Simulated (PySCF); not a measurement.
This PySCF input asks for the NMR shieldings of `C(O[Si@@H](C)O)[S@](C)=O`, C3H10O3SSi; the geometry comes from GFN2-xTB.

```python
import basis_set_exchange as bse
import numpy as np
from pyscf import gto, dft
from pyscf.prop import nmr

atoms = """
C    -2.068774    1.268770   -1.399818
Si   -1.322368   -0.313230   -0.701656
O    -0.277571   -0.933208   -1.759082
O    -0.562002    0.232870    0.670721
C     0.086867   -0.522671    1.597901
S     1.771577   -1.132268    1.019043
C     2.311475    0.474639    0.323171
O     1.511865   -2.002141   -0.148646
H    -2.704415    1.021787   -2.241707
H    -2.675110    1.781513   -0.662044
H    -1.309563    1.959796   -1.751914
H    -2.307397   -1.309259   -0.273475
H     0.456076   -1.470772   -1.391770
H    -0.461030   -1.432710    1.862419
H     0.287690    0.071281    2.493326
H     3.187089    0.291742   -0.290489
H     1.508326    0.891739   -0.275522
H     2.558505    1.128438    1.151692
"""
names = dict.fromkeys(["C", "Si", "O", "S", "H"], "pcSseg-1")
basis = {el: gto.basis.parse(bse.get_basis(n, elements=[el], fmt="nwchem")) for el, n in names.items()}
mol = gto.M(atom=atoms, basis=basis, charge=0, verbose=0)
mf = dft.RKS(mol, xc="PBE0")
mf.grids.level = 2
mf.grids.alignment = dft.numint.BLKSIZE   # the property module wants whole blocks of grid points
mf.conv_tol = 1e-9
mf.kernel()

calc = nmr.RKS(mf)   # GIAO
C = mf.mo_coeff
Co = C[:, mf.mo_occ > 0]
resp = mf.gen_response(singlet=True, hermi=2)
def vind(x):   # induced exchange potential for any number of trial vectors
    d = np.einsum("pi,xij,qj->xpq", C, 2 * x.reshape(-1, C.shape[1], Co.shape[1]), Co, optimize=True)
    return np.einsum("xpq,pi,qj->xij", resp(d - d.transpose(0, 2, 1)), C, Co, optimize=True).ravel()
mo1, _ = nmr.rhf.solve_mo1(calc, with_cphf=vind)
sigma = calc.kernel(mo1)
for i, s in enumerate(sigma):   # ppm
    w = np.linalg.eigvalsh((s + s.T) / 2)
    print("%2d %-2s iso %8.1f  s11 %8.1f  s22 %8.1f  s33 %8.1f" % (i, mol.atom_pure_symbol(i), w.mean(), *w))
```

Q: What are the results?

A: 
```
 0 C  iso    188.0  s11    181.8  s22    185.3  s33    196.9
 1 Si iso    363.2  s11    332.4  s22    361.7  s33    395.6
 2 O  iso    246.0  s11    194.0  s22    248.1  s33    296.0
 3 O  iso    270.2  s11    181.7  s22    285.8  s33    343.2
 4 C  iso     98.1  s11     73.9  s22     97.9  s33    122.4
 5 S  iso    187.9  s11     50.5  s22    133.3  s33    380.0
 6 C  iso    151.7  s11    115.9  s22    150.9  s33    188.3
 7 O  iso    297.2  s11    118.3  s22    311.1  s33    462.4
 8 H  iso     31.6  s11     27.2  s22     28.7  s33     39.1
 9 H  iso     31.7  s11     27.1  s22     29.4  s33     38.6
10 H  iso     31.4  s11     26.9  s22     29.7  s33     37.5
11 H  iso     26.7  s11     23.6  s22     24.0  s33     32.7
12 H  iso     25.1  s11     12.2  s22     19.2  s33     44.0
13 H  iso     26.7  s11     21.9  s22     25.9  s33     32.4
14 H  iso     27.2  s11     22.3  s22     26.3  s33     32.9
15 H  iso     29.4  s11     26.4  s22     26.8  s33     35.0
16 H  iso     27.8  s11     23.2  s22     28.7  s33     31.6
17 H  iso     30.4  s11     26.1  s22     27.2  s33     38.0
```

These numbers come from an equivalent density-fitted implementation of the same equations, which agrees with the script to about 0.01 ppm for H and up to a few tenths of a ppm for heavy atoms, so last digits may differ.

Q: Turn these shieldings into chemical shifts. Chemical shifts δ = σref − σ; $^{13}$C (186.93 ppm), $^{29}$Si (349.16 ppm), $^{1}$H (31.72 ppm) against TMS; $^{17}$O (336.08 ppm) against H2O; CS2 for $^{33}$S (503.73 ppm), all at this level.

A: Averaging equivalent atoms: C 4: 88.8; C 6: 35.2; C 0: -1.1; Si 1: -14.1; O 2: 90.1; O 3: 65.9; O 7: 38.8; S 5: 316; H 12: 6.61; H 13: 5.01; H 11: 4.99; H 14: 4.55; H 15/16/17: 2.50; H 8/9/10: 0.15 ppm. Experimental scales use liquid or dissolved standards, which lie at an offset from isolated H2O (liquid H2O: subtract about 36 ppm).

Size and cost of the density-fitted run: 200 basis functions, 42 s wall time on 1 thread of an Arm Neoverse V1, shared host; peak memory 0.92 GiB.
